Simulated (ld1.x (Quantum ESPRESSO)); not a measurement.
What the settings do to the TM potential of Ti

Base potential:

* Element: titanium (Ti)
* Generator: ld1.x (Quantum ESPRESSO) 7.5
* Type: norm-conserving Troullier–Martins (Kleinman–Bylander form)
* Functional: PBE
* Relativity: fully relativistic
* Frozen core: [Ne]
* Valence charge: 12
* Reference configuration: 3s2 3p6 3d2 4s1.5 4p0 (charge +0.5)
* Partial waves: 3s (bound): rc 1.65 bohr; 3p (bound): rc 1.70 bohr; 3d (bound): rc 1.60 bohr
* Local potential: all-electron potential smoothed inside 1.25 bohr (lloc = -1)
* Core correction: Bessel-smoothed model core inside 1.10 bohr

Open shells are filled in proportion to 2j + 1 (rel_dist='average').

Occupied shells without a wave of their own: 4s. They enter only through the test configuration that unscreens the potential, and ld1.x also counts them in the model core charge.

Cutoffs, loose and tight: the cutoffs (Ry, on a coarse ladder) from which the occupation-weighted sum of valence levels, in a spherical-Bessel basis at the reference potential, stays within 10 and 1 mRy of its value at 400 Ry. They do not see the model core or the augmentation charge, which bear on the density cutoff. Test errors are all-electron minus pseudo excitation energies from the reference, over the configurations 3s2 3p6 3d2 4s2 4p0; 3s2 3p6 3d2 4s1 4p0; 3s2 3p6 3d2 4s0 4p0; 3s2 3p6 3d0 4s0 4p0; 3s2 3p6 3d2 4s1 4p1; 3s2 3p6 3d2.5 4s1.5 4p0; 3s2 3p6 3d1 4s2 4p1. A dash means not determined; rows that change the core or the reference have their own tests.

With those shells counted twice in exchange and correlation these files are broken, and their errors move erratically; no question is asked of them.

Cutoffs are not given where the Bessel-basis levels miss the radial ones by over 6 mRy, ghosts where they miss by over 20 mRy; a channel whose overlap is not positive is not tested.

```tsv
change	outcome	cutoff, loose	cutoff, tight	bound ghosts	largest test error (meV)
base	generated, misses its reference levels by 0.32 eV	70 Ry	90 Ry	none	-2176
type RRKJ; local potential the s channel; rho0 0.01	generated, misses its reference levels by 0.78 eV	60 Ry	70 Ry	none	-4176
local potential all-electron potential smoothed inside 1.44 bohr (lloc = -1)	generated, misses its reference levels by 0.18 eV	70 Ry	90 Ry	none	-1408
wave 3p (bound): rc 1.70 bohr becomes 3p (bound): rc 1.50 bohr	generated, misses its reference levels by 0.32 eV	–	–	not determined	-2173
wave 3d (bound): rc 1.60 bohr becomes 3d (bound): rc 1.32 bohr	generated, misses its reference levels by 0.32 eV	90 Ry	110 Ry	none	-2288
wave 3s (bound): rc 1.65 bohr becomes 3s (bound): rc 1.90 bohr	generated, misses its reference levels by 0.48 eV	–	–	none	-3061
reference 3s2 3p6 3d2 4s1 4p0	generated, misses its reference levels by 0.37 eV	80 Ry	90 Ry	none	-1019
core correction Bessel-smoothed model core inside 1.32 bohr	generated, misses its reference levels by 0.32 eV	70 Ry	90 Ry	none	-2171
all radii but the core radius scaled by about 1.14 (s 1.88, p 1.94, d 1.84 bohr); local potential all-electron potential smoothed inside 1.44 bohr (lloc = -1)	generated, misses its reference levels by 0.31 eV	60 Ry	70 Ry	none	-1939
local potential the s channel	generated, misses its reference levels by 0.78 eV	80 Ry	90 Ry	none	-4269
```
